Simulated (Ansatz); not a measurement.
Species: [Hf(Cl)4] (charge 0, multiplicity 1).

**Question.** Give a relaxed geometry from PBE-D3(BJ)/def2-SVP in Ansatz (a first-principles code).

**Answer.** the end point of this relaxation.
Cartesian coordinates (Å) in one orientation:
```xyz
5

Hf     0.000     0.000     0.000
Cl     2.013    -0.040     1.187
Cl    -0.035     1.862    -1.413
Cl    -0.191    -1.949    -1.275
Cl    -1.787     0.127     1.501
```
